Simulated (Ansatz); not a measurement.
**A relaxation, step by step**

AsNH$_{7}$ (SMILES [NH4+].[AsH3]) (charge +1), singlet, PBE0-D4/def2-TZVP (Ansatz 0.2.0). Settings:

```yaml
hamiltonian: {xc: pbe0, dispersion: d4}
relax: {f_tol: 0.005, max_steps: 200}
```

Start (the SMILES describes the start alone):

```
9
angstrom
N 0.0219 -0.0473 -1.3427
H -0.2184 -1.0200 -1.6095
H 1.0039 0.1510 -1.6099
H -0.0905 0.0694 -0.2943
H -0.6099 0.6119 -1.8340
As -0.1085 0.1384 2.3176
H 1.2000 0.4647 1.5598
H -0.2399 -1.2174 1.5849
H -0.9588 0.8491 1.2281
```

```csv
step,energy less the last (meV),largest force component (eV/Å)
1,35.1,0.679
4,2.9,0.044
7,2.3,0.038
10,2.2,0.008
13 (rejected trial),13.5,0.499
16 (rejected trial),2.4,0.102
19,2.0,0.020
22,1.7,0.016
25,1.4,0.043
28 (rejected trial),2.2,0.196
31,0.8,0.012
34,0.6,0.044
37,0.3,0.052
40,0.1,0.001
43,0.0,0.006
44,0.0,0.004
```

Step 7, positions (Å) and forces (eV/Å):

```
atom       x       y       z      Fx      Fy      Fz
  N1   0.047  -0.068  -1.358  -0.007   0.007   0.038
  H2  -0.221  -1.010  -1.651  -0.001   0.004  -0.010
  H3   1.004   0.123  -1.660  -0.001   0.001  -0.014
  H4  -0.007  -0.001  -0.322  -0.003   0.001  -0.008
  H5  -0.588   0.615  -1.778   0.013  -0.013  -0.001
 As6  -0.090   0.125   2.329  -0.004   0.007  -0.030
  H7   1.147   0.508   1.513  -0.010  -0.002   0.007
  H8  -0.270  -1.179   1.548   0.001   0.006   0.005
  H9  -1.021   0.887   1.379   0.013  -0.011   0.015
```

Step 25, positions (Å) and forces (eV/Å):

```json
{"atom": "N1", "x": "0.052", "y": "-0.072", "z": "-1.352", "Fx": "0.002", "Fy": "-0.003", "Fz": "-0.036"}
{"atom": "H2", "x": "-0.414", "y": "-0.927", "z": "-1.666", "Fx": "0.019", "Fy": "0.038", "Fz": "0.009"}
{"atom": "H3", "x": "1.029", "y": "-0.085", "z": "-1.655", "Fx": "-0.043", "Fy": "-0.001", "Fz": "0.008"}
{"atom": "H4", "x": "0.011", "y": "-0.016", "z": "-0.315", "Fx": "-0.001", "Fy": "0.000", "Fz": "0.002"}
{"atom": "H5", "x": "-0.420", "y": "0.741", "z": "-1.756", "Fx": "0.022", "Fy": "-0.035", "Fz": "0.013"}
{"atom": "As6", "x": "-0.089", "y": "0.124", "z": "2.322", "Fx": "0.000", "Fy": "0.000", "Fz": "-0.005"}
{"atom": "H7", "x": "1.077", "y": "0.660", "z": "1.487", "Fx": "-0.013", "Fy": "-0.002", "Fz": "0.003"}
{"atom": "H8", "x": "-0.120", "y": "-1.191", "z": "1.540", "Fx": "0.000", "Fy": "0.011", "Fz": "0.003"}
{"atom": "H9", "x": "-1.125", "y": "0.767", "z": "1.396", "Fx": "0.013", "Fy": "-0.008", "Fz": "0.004"}
```

Step 34, positions (Å) and forces (eV/Å):

| atom | x | y | z | Fx | Fy | Fz |
| --- | --- | --- | --- | --- | --- | --- |
| N1 | 0.052 | -0.072 | -1.352 | 0.000 | -0.001 | -0.014 |
| H2 | -0.548 | -0.835 | -1.674 | 0.028 | 0.037 | 0.001 |
| H3 | 1.016 | -0.247 | -1.646 | -0.044 | 0.005 | 0.002 |
| H4 | 0.012 | -0.017 | -0.315 | 0.001 | 0.002 | 0.001 |
| H5 | -0.273 | 0.811 | -1.752 | 0.015 | -0.043 | 0.007 |
| As6 | -0.090 | 0.124 | 2.322 | 0.005 | 0.001 | -0.021 |
| H7 | 1.013 | 0.766 | 1.477 | -0.003 | -0.001 | 0.010 |
| H8 | 0.003 | -1.190 | 1.542 | -0.003 | 0.006 | 0.007 |
| H9 | -1.185 | 0.661 | 1.397 | 0.001 | -0.005 | 0.007 |

Last step (44):

N1  (0.052, -0.072, -1.352)
H2  (-0.649, -0.738, -1.685)
H3  (0.981, -0.383, -1.642)
H4  (0.012, -0.017, -0.315)
H5  (-0.138, 0.849, -1.751)
As6  (-0.089, 0.124, 2.323)
H7  (0.956, 0.851, 1.472)
H8  (0.104, -1.181, 1.548)
H9  (-1.229, 0.567, 1.402)
(Å)

The run took about 52 s on 4 CPU threads of an Arm Neoverse V1 (shared host).
